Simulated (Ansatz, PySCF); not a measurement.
C2H7FSi2, SMILES F[SiH2]/C=C/[SiH3]. Atoms are numbered in the order given.

```xyz
12

Si     2.7624    -0.0734     0.0802
C      0.9438    -0.5480     0.1369
C     -0.0777     0.3274     0.0505
Si    -1.8632    -0.1998     0.1417
F     -2.6184     0.1380    -1.2657
H      2.8738     1.4041    -0.0829
H      3.4453    -0.4922     1.3402
H      3.4406    -0.7594    -1.0589
H      0.7030    -1.6164     0.2484
H      0.1528     1.3966    -0.0648
H     -1.9234    -1.6690     0.3649
H     -2.5948     0.5415     1.2049
```
Charge 0, spin multiplicity 1.

Geometry optimised at B3LYP-D3(BJ)/def2-SVP. The structure was generated by enumeration; whether it is a known compound was not checked. One conformer was computed; it need not be the lowest.

Two levels are set side by side: PBE-D3(BJ)/def2-SVP (Ansatz, a program for electronic structure) and B3LYP-D3(BJ)/def2-SVP (Ansatz). Each level has its own optimised geometry; the coordinates shown are those of the second. Frequencies come from the Hessian of PySCF at each geometry. Differences are taken from unrounded values.

```
quantity                            B3LYP-D3(BJ)
----------------------------------  ------------
mean bond length (Å)                       1.489
bond Si1–C2 (Å)                            1.880
bond C2–C3 (Å)                             1.348
bond C3–Si4 (Å)                            1.864
bond Si4–F5 (Å)                            1.633
bond Si1–H6 (Å)                            1.491
bond Si1–H7 (Å)                            1.493
bond Si1–H8 (Å)                            1.493
bond C2–H9 (Å)                             1.101
bond C3–H10 (Å)                            1.100
bond Si4–H11 (Å)                           1.487
bond Si4–H12 (Å)                           1.488
highest harmonic wavenumber (cm⁻¹)          3110
mean harmonic wavenumber (cm⁻¹)             1135
zero-point energy (kcal/mol)               48.68
```

Task: What does PBE-D3(BJ) give, and how far is it from B3LYP-D3(BJ)? (Estimate from the structure and the level; the computed values follow.)

Result: 
```tsv
quantity	PBE-D3(BJ)	PBE-D3(BJ) minus B3LYP-D3(BJ)
mean bond length (Å)	1.499	0.010
bond Si1–C2 (Å)	1.885	0.005
bond C2–C3 (Å)	1.357	0.009
bond C3–Si4 (Å)	1.870	0.006
bond Si4–F5 (Å)	1.644	0.011
bond Si1–H6 (Å)	1.504	0.013
bond Si1–H7 (Å)	1.506	0.013
bond Si1–H8 (Å)	1.506	0.013
bond C2–H9 (Å)	1.109	0.008
bond C3–H10 (Å)	1.108	0.008
bond Si4–H11 (Å)	1.502	0.014
bond Si4–H12 (Å)	1.503	0.014
highest harmonic wavenumber (cm⁻¹)	3048	-62
mean harmonic wavenumber (cm⁻¹)	1099	-36
zero-point energy (kcal/mol)	47.14	-1.55
```

GGA bonds tend to be longer and softer than those of functionals with exact exchange. Differences between two approximate levels are no errors against the true value.
